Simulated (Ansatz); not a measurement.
`[AlH2][CH]1C[SiH2]1` + CH₃NH₂ → `CNC1C[SiH2]1` + `[AlH3]` at 700 K and 1 bar (substitution at a C–Al bond).

Gas-phase electronic energies from Ansatz, PBE0-D4/def2-TZVP geometries. CBS: MP2 limit from def2 TZ/QZ plus the TZ coupled-cluster correction, frozen cores. This one scheme is used for every species. Each species was taken in one conformer, which may not be the lowest.

| species | CCSD(T)/CBS energy (Eh) | H − E (kJ/mol) | S (J/(mol·K)) |
| --- | --- | --- | --- |
| `[AlH2][CH]1C[SiH2]1` | -611.35805 | 271.7 | 451.2 |
| CH₃NH₂ | -95.75281 | 207.6 | 296.6 |
| `CNC1C[SiH2]1` | -463.29493 | 389.3 | 466.6 |
| `[AlH3]` | -243.78045 | 80.2 | 251.4 |

H − E and S are ideal-gas, rigid-rotor, harmonic terms from PBE0-D4/def2-TZVP, for one conformer and one mirror image of each species. 1 Eh = 2625.50 kJ/mol, R = 8.31446 J/(mol·K).

Q: By hand: ΔE, ΔH, ΔS and ΔG.

A: ΔE = (-463.29493) + (-243.78045) − (-611.35805) − (-95.75281) = 0.03548 Eh = 93.2 kJ/mol. Δ(H − E) = 389.3 + 80.2 − 271.7 − 207.6 = -9.8, so ΔH = 83.4 kJ/mol. ΔS = 466.6 + 251.4 − 451.2 − 296.6 = -29.8 J/(mol·K). ΔG = 83.4 − 700 × (-29.8)/1000 = 104.3 kJ/mol.

Q: By hand: the equilibrium constant, and the temperature at which ΔG would vanish if ΔH and ΔS stayed fixed.

A: log₁₀ K = −ΔG/(RT ln 10) = -7.8. ΔH and −TΔS have one sign here, so there is no such temperature.

ΔH outweighs TΔS. A doubt of 5 kJ/mol in ΔE shifts log₁₀ K by 0.4 here. Other conformers and mirror images would add mixing entropy, several J/(mol·K) or more a flexible species. These are equilibria of isolated gas molecules and say nothing of rates. Largest T1 diagnostic: 0.011 (customary marks: 0.02 for closed shells, 0.045 for open ones).
